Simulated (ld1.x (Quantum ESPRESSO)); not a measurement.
# Which change was made? (N, TM)

* Element: N
* Generator: ld1.x (Quantum ESPRESSO) 7.5
* Type: norm-conserving Troullier–Martins (Kleinman–Bylander form)
* Functional: LDA (PZ)
* Relativity: non-relativistic
* Frozen core: [He]
* Valence charge: 5
* Reference configuration: 2s2 2p3
* Partial waves: 2p (bound): rc 1.90 bohr; 2s (bound): rc 0.90 bohr
* Local potential: the s channel
* Core correction: a·sin(br)/r model core inside 0.40 bohr

Cutoffs, loose and tight: the cutoffs (Ry, on a coarse ladder) from which the occupation-weighted sum of valence levels, in a spherical-Bessel basis at the reference potential, stays within 10 and 1 mRy of its value at 400 Ry. They do not see the model core or the augmentation charge, which bear on the density cutoff. Test errors are all-electron minus pseudo excitation energies from the reference, over the configurations 2s2 2p2; 2s2 2p1; 2s2 2p0; 2s1 2p4; 2s1 2p0; 2s0 2p5; 2s1 2p3 (two spin-polarised tests are not counted in the largest error); variants that change the core or the reference have their own tests.

The base gives: outcome: generated; cutoff, loose: 55 Ry; cutoff, tight: 140 Ry; bound ghosts: none; largest test error (meV): +2281.

After one change the result is: outcome: generated; cutoff, loose: 55 Ry; cutoff, tight: 140 Ry; bound ghosts: none; largest test error (meV): +2960. Which change was it?
A. wave 2p (bound): rc 1.90 bohr becomes 2p (bound): rc 1.74 bohr
B. wave 2p (bound): rc 1.90 bohr becomes 2p (bound): rc 1.46 bohr
C. wave 2p (bound): rc 1.90 bohr becomes 2p (bound): rc 2.88 bohr
D. wave 2p (bound): rc 1.90 bohr becomes 2p (bound): rc 1.28 bohr
E. wave 2p (bound): rc 1.90 bohr becomes 2p (bound): rc 2.06 bohr

E. The others give: wave 2p (bound): rc 1.90 bohr becomes 2p (bound): rc 1.74 bohr → outcome: generated; cutoff, loose: 55 Ry; cutoff, tight: 140 Ry; bound ghosts: none; largest test error (meV): +1588 | wave 2p (bound): rc 1.90 bohr becomes 2p (bound): rc 1.28 bohr → outcome: generated; cutoff, loose: 70 Ry; cutoff, tight: 140 Ry; bound ghosts: none; largest test error (meV): +508 | wave 2p (bound): rc 1.90 bohr becomes 2p (bound): rc 2.88 bohr → outcome: generated; cutoff, loose: 50 Ry; cutoff, tight: 140 Ry; bound ghosts: none; largest test error (meV): +8018 | wave 2p (bound): rc 1.90 bohr becomes 2p (bound): rc 1.46 bohr → outcome: generated; cutoff, loose: 60 Ry; cutoff, tight: 140 Ry; bound ghosts: none; largest test error (meV): +822.
